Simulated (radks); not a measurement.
Results of a calculation; reference values are marked as such.
Spherical quantum dot in the effective-mass picture: electrons in a hard-walled sphere of radius 1.43, all in effective atomic units (hartree* = m*/eps^2 hartree, bohr* = eps/m* bohr), one dielectric constant everywhere. Level of theory: non-relativistic Kohn-Sham, exchange-only LDA, spin-polarised, spherical densities (a radial shooting solver with Libxc functionals). Levels are named by radial order and angular momentum (1s, 1p, 1d, 2s, ...), and open shells are averaged over m. Results are scaled to m* = 0.182 and eps = 14, for which hartree* = 25.27 meV and bohr* = 4.071 nm. Each electron was tried in the lowest free levels, single moves between levels near the top were tried too, and the lowest total energy was kept; such a search can miss a lower state. At N = 1 the Hartree and exchange-correlation terms need not cancel, so that row can carry a self-interaction error.

N	open shells	2S	E (meV)	mu = E(N) - E(N-1) (meV)	addition energy mu(N+1) - mu(N) (meV)	rms radius (nm)
1	1s(up 1, down 0)	1	63.1012	63.101	31.05	3.109
2	none	0	157.255	94.154	81.93	3.167
3	1p(up 1, down 0)	1	333.336	176.08	22.60	3.349
4	1p(up 2, down 0)	2	532.014	198.68	23.36	3.445
5	1p(up 3, down 0)	3	754.057	222.04	31.97	3.508
6	1p(up 3, down 1)	2	1008.07	254.01	22.06	3.557
7	1p(up 3, down 2)	1	1284.14	276.07	22.84	3.596
8	none	0	1583.06	298.92	95.55	3.628
9	1d(up 1, down 0)	1	1977.53	394.47	22.03	3.680
10	1d(up 2, down 0)	2	2394.02	416.49	22.21	3.723
11	1d(up 3, down 0)	3	2832.72	438.70	22.32	3.759
12	1d(up 4, down 0)	4	3293.74	461.02	22.39	3.790
13	1d(up 5, down 0)	5	3777.15	483.41	29.94	3.817
14	1d(up 5, down 1)	4	4290.51	513.36	21.71	3.842
15	1d(up 5, down 2)	3	4825.58	535.07	21.90	3.863
16	1d(up 5, down 3)	2	5382.54	556.97	22.02	3.883
17	1d(up 5, down 4)	1	5961.53	578.99	22.10	3.902
18	none	0	6562.62	601.09	95.15	3.918
19	2s(up 1, down 0)	1	7258.86	696.24	33.42	3.900
20	none	0	7988.51	729.66	26.37	3.882
21	1f(up 1, down 0)	1	8744.54	756.03	20.47	3.905
22	2s(up 1, down 0) 1f(up 3, down 0)	4	9521.04	776.50	20.68	3.963
23	2s(up 1, down 0) 1f(up 4, down 0)	5	10318.2	797.18	21.61	3.981
24	2s(up 1, down 0) 1f(up 5, down 0)	6	11137.0	818.79	21.63	3.997
25	2s(up 1, down 0) 1f(up 6, down 0)	7	11977.4	840.43	21.65	4.013
26	2s(up 1, down 0) 1f(up 7, down 0)	8	12839.5	862.07	28.88	4.027
27	2s(up 1, down 0) 1f(up 7, down 1)	7	13730.5	890.95	21.26	4.041
28	2s(up 1, down 0) 1f(up 7, down 2)	6	14642.7	912.21	21.32	4.054
29	2s(up 1, down 0) 1f(up 7, down 3)	5	15576.2	933.53	21.36	4.066
30	2s(up 1, down 0) 1f(up 7, down 4)	4	16531.1	954.90	21.40	4.078
31	2s(up 1, down 0) 1f(up 7, down 5)	3	17507.4	976.29	21.42	4.089
32	2s(up 1, down 0) 1f(up 7, down 6)	2	18505.1	997.71	21.44	4.100
33	2s(up 1, down 0)	1	19524.3	1019.2	33.67	4.110
34	none	0	20577.1	1052.8	110.0	4.095
35	1g(up 1, down 0)	1	21740.0	1162.9	21.04	4.108
36	1g(up 2, down 0)	2	22923.9	1183.9	-	4.120

All shells are closed at N = 2, 8, 18, 20, 34 (there: 1s2 1p6 1d10 2s2 1f14); the second difference of the energy has clear peaks (12 % above both neighbours; the first and last values, which can be the largest, are not judged, and half-filled shells can peak too) at N = 2, 5, 8, 13, 18, 26, 34.
